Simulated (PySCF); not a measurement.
Deuteron quadrupole couplings in `CC(O[SiH3])O[SiH3]`

Compound: C2H10O2Si2.
Z-matrix (Å and degrees, GFN2-xTB geometry), rows numbered from 1:
```
C 
C   1  1.5234
O   2  1.3809  1  112.25
Si  3  1.6269  2  129.64  1   -62.08
O   2  1.3831  1  108.61  3  -123.70
Si  5  1.6274  2  127.83  1  -174.76
H   1  1.0868  2  108.93  3    67.07
H   1  1.0861  2  109.48  3  -173.48
H   1  1.0861  2  109.56  3   -52.93
H   2  1.1046  1  109.67  3   117.11
H   4  1.4550  3   98.25  2  -171.97
H   4  1.4676  3  111.05  2    69.75
H   4  1.4628  3  112.84  2   -51.98
H   6  1.4628  5  112.72  2   -62.41
H   6  1.4669  5  110.02  2    58.93
H   6  1.4543  5   98.00  2   177.76
```

Level: PBE0/pcSseg-1 (PySCF, non-relativistic); Q(2H) = 0.00286 b; rigid geometry, the same for H and D, with no vibrational averaging.

Problem. Rank these positions by the coupling χzz of a deuteron there, largest first.
A. H16 (Si–H hydrogen)
B. H10 (methine hydrogen)
C. H14 (Si–H hydrogen)
D. H8 (methyl hydrogen)

Solution. D (213 kHz), B (179 kHz), A (113 kHz), C (107 kHz).

Problem. What are Vzz, η and χzz (234.96 MHz × Q × Vzz) at all hydrogens?

Solution. 
| atom | bonded to | bond length (Å) | Vzz (au) | η | χzz (kHz) |
| --- | --- | --- | --- | --- | --- |
| H7 | C1 | 1.087 | 0.3145 | 0.04 | 211 |
| H8 | C1 | 1.086 | 0.3163 | 0.03 | 213 |
| H9 | C1 | 1.086 | 0.3154 | 0.02 | 212 |
| H10 | C2 | 1.105 | 0.2662 | 0.03 | 179 |
| H11 | Si4 | 1.455 | 0.1671 | 0.01 | 112 |
| H12 | Si4 | 1.468 | 0.1563 | 0.04 | 105 |
| H13 | Si4 | 1.463 | 0.1601 | 0.04 | 108 |
| H14 | Si6 | 1.463 | 0.1598 | 0.04 | 107 |
| H15 | Si6 | 1.467 | 0.1567 | 0.04 | 105 |
| H16 | Si6 | 1.454 | 0.1675 | 0.01 | 113 |

Problem. Average by the element that carries the hydrogen.

Solution. on C: 204 kHz over 4 positions, mean bond length 1.091 Å; on Si: 108 kHz over 6 positions, mean bond length 1.462 Å.

Problem. How does χzz go with the bond length over the 6 Si–H bonds?

Solution. A straight-line fit has a slope of -5.8 kHz for each 0.01 Å, with a correlation coefficient of -1.00, over lengths from 1.454 to 1.468 Å. The longer bonds have the smaller couplings here.

The structure is a single GFN2-xTB conformer in the gas phase; no vibrational or solvent corrections. GFN2-xTB bond lengths can be off by several hundredths of an ångström, more for odd bonds, and the gradients follow them. The basis is small and wasn't made for field gradients, so the couplings can be 20 % off.

These values come from a run that also computed NMR shieldings. On an Arm Neoverse V1 with one thread, no GPU, on a shared host, this took 25 s of wall time and 0.75 GiB of memory at its peak.
